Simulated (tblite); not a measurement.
A tight-binding relaxation on `CC#CC#C/C=C/C[SiH3]`.

Computed with GFN2-xTB geometry optimisation, gas phase (tblite 0.8.0). Start geometry: from a force field or distance geometry. A driver script takes a list of jobs; this job's settings line and coordinates (Å) are shown.

Command:
```bash
OMP_NUM_THREADS=1 python probes_run.py task.json out
```

Input:
```
{"job": {"kind": "relax", "xc": "GFN2-xTB", "basis": "xTB"}, "charge": 0, "multiplicity": 1}
C      5.379100    -1.397000    -1.321500
C      4.066600    -0.864800    -0.883000
C      2.997300    -0.449700    -0.514700
C      1.719700     0.047200    -0.135200
C      0.627700     0.473400     0.212700
C     -0.672800     0.972000     0.577000
C     -1.760900     0.743800    -0.133500
C     -3.048900     1.313400     0.360700
Si    -4.187900    -0.156400     0.647300
H      5.230200    -2.158800    -2.126900
H      5.983100    -0.561500    -1.710100
H      5.879400    -1.870900    -0.446300
H     -0.709200     1.562800     1.504100
H     -1.689500     0.150600    -1.038100
H     -3.536600     1.982200    -0.385100
H     -2.833900     1.838800     1.323600
H     -3.397700    -1.383000     0.491700
H     -4.839800    -0.103000     1.981300
H     -5.215600    -0.130000    -0.396000
```

Output:
```
step      E/eV     max force
  0    -647.48021    2.518
  1    -647.54303    4.071
  2    -647.68615    1.363
  3    -647.74109    0.698
  4    -647.76882    0.541
  5    -647.78136    0.583
  6    -647.78911    0.895
  7    -647.80297    0.389
  8    -647.81738    0.314
  9    -647.82168    0.224
... (148 lines left out)
158    -647.90188    0.011
159    -647.90189    0.011
160    -647.90191    0.014
161    -647.90194    0.014
162    -647.90198    0.015
163    -647.90204    0.019
164    -647.90210    0.025
165    -647.90217    0.025
166    -647.90222    0.015
167    -647.90225    0.010
```

«max force» is the largest atomic force in eV/Å.

**Question.** From which step on does the largest force stay under 0.1 eV/Å, and how much energy is left to gain from there?

**Answer.** From step 110 (0.062 eV/Å), 7.1 meV above the end.

Summary of the converged run: energy lowered by 9.7 kcal/mol over 167 steps; largest atomic force 0.010 eV/Å at the end.

**Question.** Give the final coordinates.

**Answer.** 0.514 Å rms from the input after alignment:
```
atom  x, y, z in Å
C1     5.3043   -1.3384   -1.4061
C2     4.0143   -0.8832   -0.9491
C3     2.9338   -0.5005   -0.5679
C4     1.7236   -0.0675   -0.1414
C5     0.6393    0.3217    0.2387
C6    -0.6016    0.7794    0.6983
C7    -1.6838    0.8865   -0.0790
C8    -3.0114    1.3381    0.3981
Si9   -4.1852   -0.1549    0.6423
H10    5.1825   -2.0715   -2.2049
H11    5.8847   -0.4960   -1.7854
H12    5.8526   -1.8010   -0.5842
H13   -0.6447    1.0605    1.7455
H14   -1.6186    0.5975   -1.1202
H15   -3.4556    2.0205   -0.3286
H16   -2.9116    1.8763    1.3421
H17   -3.6118   -1.0491    1.6480
H18   -5.4837    0.3509    1.0924
H19   -4.3369   -0.8602   -0.6307
```

**Question.** How long does this job take on one thread of an Arm Neoverse N1, shared host with 64 logical CPUs at a one-minute load of 55?

**Answer.** About 2.1 s.
Labels such as C1 count atoms from 1, the log's own numbers from 0.
